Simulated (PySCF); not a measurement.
Compound: C4H3F2NSe.
Cartesian coordinates in Å at the PBE0-D3(BJ)/def2-SVP level; atoms count from 1:
```xyz
11
C4H3F2NSe angstrom
C     -1.7325    0.0607   -0.0997
C     -0.2714    0.3623   -0.0945
N      0.1616    1.5669   -0.3632
Se     1.9741    1.6300   -0.2988
C      1.9893   -0.1808    0.1368
F      3.0766   -0.8834    0.3547
C      0.7081   -0.6438    0.1933
F      0.3760   -1.8941    0.4873
H     -2.0287   -0.4633    0.8214
H     -2.2980    0.9963   -0.1892
H     -1.9895   -0.5937   -0.9479
```

All values: wB97X-D/def2-SVPD (PySCF, non-relativistic), on one gas-phase PBE0-D3(BJ)/def2-SVP geometry that isn't relaxed in the solvent. The solvent is an IEF-PCM continuum (van der Waals radii × 1.2), and excitations are vertical TDDFT with non-equilibrium linear response and a frozen core. The model holds no explicit solvent molecules, cavitation or dispersion. Spin–orbit coupling is left out although an atom past zinc is present.

Gas-phase singlets (H = HOMO, L = LUMO):

| state | E (eV) | λ (nm) | f | leading configurations |
| --- | --- | --- | --- | --- |
| S1 | 4.734 | 262 | 0.000 | H→L+1 90% |
| S2 | 5.242 | 237 | 0.135 | H→L 89% |
| S3 | 5.413 | 229 | 0.003 | H-1→L+1 87% |
| S4 | 5.572 | 223 | 0.001 | H-2→L 94% |
| S5 | 5.858 | 212 | 0.053 | H-1→L 92% |

Q: What are the lowest 5 singlets in acetone (ε = 20.49)?

A: 
```csv
state,E (eV),λ (nm),f,leading configurations,change by rank (eV)
S1,4.776,260,0.000,H→L+1 91%,+0.042
S2,5.183,239,0.198,H→L 92%,-0.059
S3,5.520,225,0.004,H-1→L+1 88%,+0.107
S4,5.688,218,0.001,H-2→L 94%,+0.116
S5,5.842,212,0.068,H-1→L 92%,-0.016
```

Q: What are the lowest 5 singlets in water (ε = 78.36)?

A: 
```csv
state,E (eV),λ (nm),f,leading configurations,change by rank (eV)
S1,4.781,259,0.000,H→L+1 91%,+0.047
S2,5.186,239,0.196,H→L 92%,-0.056
S3,5.528,224,0.004,H-1→L+1 88%,+0.115
S4,5.697,218,0.001,H-2→L 94%,+0.125
S5,5.846,212,0.067,H-1→L 92%,-0.012
```

Q: The ground-state energy changes by -0.157 eV from gas to water. By how much does the total energy of gas-phase S1 change?

A: E(S1) = E(S0) + excitation energy, so it changes by -0.157 + 0.047 = -0.110 eV: it is lowered less than the ground state, which is what a blue shift means. This is the vertical state, with the slow part of the continuum still set for S0.

Q: How do the frontier levels move from gas to water?

A: 
```
orbital  gas (eV)  solvent (eV)  change (eV)                   Löwdin shares, gas               Löwdin shares, solvent
 LUMO+2      1.72          1.86        +0.14                             Se4 76 %             Se4 74 %, C7 5 %, C1 4 %
 LUMO+1      0.64          0.77        +0.13           Se4 65 %, N3 14 %, C5 11 %           Se4 65 %, N3 13 %, C5 11 %
   LUMO      0.44          0.50        +0.06  N3 22 %, C5 20 %, Se4 20 %, C2 17 %  N3 21 %, C5 21 %, Se4 19 %, C2 18 %
   HOMO     -9.09         -9.01        +0.08   Se4 47 %, C7 16 %, C2 10 %, C5 9 %   Se4 48 %, C7 15 %, C2 11 %, C5 8 %
 HOMO-1     -9.62         -9.60        +0.02   N3 27 %, C5 24 %, C7 12 %, F6 11 %   N3 27 %, C5 24 %, C7 13 %, F6 11 %
 HOMO-2    -10.38        -10.45        -0.07   N3 56 %, Se4 11 %, C2 10 %, C7 5 %   N3 55 %, Se4 11 %, C2 10 %, C7 5 %
 HOMO-3    -12.22        -12.11        +0.11    Se4 49 %, C5 14 %, N3 8 %, F6 8 %    Se4 48 %, C5 13 %, N3 9 %, F6 8 %
```

The HOMO–LUMO gap goes from 9.53 to 9.51 eV.

Note: wB97X-D ran without an empirical dispersion term, which enters the total energy and its gradient alone.
